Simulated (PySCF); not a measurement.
Si(F)2 anion (F2Si), SMILES [Si](F)F (connectivity only; charge and spin as stated), charge -1, multiplicity 2. Atoms are numbered in the order given.

```xyz
3

Si     0.0000     0.0000     0.6380
F      0.0000     1.2832    -0.4962
F      0.0000    -1.2832    -0.4962
```
Charge -1, spin multiplicity 2.

Geometry: PBE-D3(BJ)/def2-TZVPD. The multiplicity is an assumed one; other spin states were not compared. The isomer is the one that the SMILES or the coordinates give; other isomers of the formula were not compared.

Level of theory: PBE-D3(BJ)/def2-TZVPD in PySCF 2.14.0.

Frequencies are harmonic and unscaled.

Computed vibrational spectrum:
```json
[
 {"mode": "1", "ν (cm⁻¹)": "280", "IR (km/mol)": "0.1", "moving atoms (share of kinetic energy)": "F 84 %, Si 16 %"},
 {"mode": "2", "ν (cm⁻¹)": "622", "IR (km/mol)": "121.4", "moving atoms (share of kinetic energy)": "F 57 %, Si 43 %"},
 {"mode": "3", "ν (cm⁻¹)": "639", "IR (km/mol)": "140.5", "moving atoms (share of kinetic energy)": "F 59 %, Si 41 %"}
]
```
